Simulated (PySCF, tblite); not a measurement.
Isomers of C6H8F4. All values are computed: GFN2-xTB (tblite) harmonic vibrations without scaling, gas phase. Errors from tens to a few hundred cm⁻¹ against measured bands are possible. One conformer each.

Electronic energies: PBE0-D3(BJ)/def2-SVP at its own geometries (PySCF, gas phase).

```json
{"SMILES": "FC[C@@H]1CC[C@@H]1C(F)(F)F", "electronic energy, lowest = 0 (kJ/mol)": "5.3"}
{"SMILES": "C/C(=C\\CF)CC(F)(F)F", "electronic energy, lowest = 0 (kJ/mol)": "10.2"}
{"SMILES": "C/C=C(/CF)CC(F)(F)F", "electronic energy, lowest = 0 (kJ/mol)": "0.0"}
```

Task: How do GFN2-xTB zero-point energies change the relative energies?

Result: 
```tsv
SMILES	ZPE (kJ/mol)	of it from modes above 1550 cm⁻¹	electronic (kJ/mol)	with ZPE, lowest = 0 (kJ/mol)	lowest mode (cm⁻¹)	rings
C/C=C(/CF)CC(F)(F)F	342.2	154.4	0.0	0.0	31	0
FC[C@@H]1CC[C@@H]1C(F)(F)F	350.3	143.6	5.3	13.4	55	1
C/C(=C\CF)CC(F)(F)F	340.8	153.9	10.2	8.9	19	0
```

The zero-point energies span 9.5 kJ/mol, from `C/C(=C\CF)CC(F)(F)F` to `FC[C@@H]1CC[C@@H]1C(F)(F)F`. The lowest isomer stays, but the order above it changes.

Task: And how do the electronic energies of GFN2-xTB itself compare?

Result: `C/C=C(/CF)CC(F)(F)F` 33.8; `FC[C@@H]1CC[C@@H]1C(F)(F)F` 0.0; `C/C(=C\CF)CC(F)(F)F` 34.5 kJ/mol, lowest = 0. Against the energies above, taken from the same isomer `C/C=C(/CF)CC(F)(F)F`, the largest difference is 39.1 kJ/mol. The two levels were optimised apart and needn't hold the same conformer.
